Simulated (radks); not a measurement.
Values are calculated unless marked as measured or tabulated.
Species: neutral beryllium. Configuration: [He] 2s2 (the NIST ground configuration). Code: a radial shooting solver on a logarithmic mesh with Libxc functionals. Model: scalar-relativistic Kohn-Sham, BLYP, spin-polarised, spherical densities, point nucleus.

Unscreened Slater integrals over Kohn-Sham orbitals (cm^-1). They are taken over the spin-up orbitals.

F0(2s,2s): 76701
F0(2s,1s): 108840
G0(2s,1s): 6929.7
F0(1s,1s): 493730
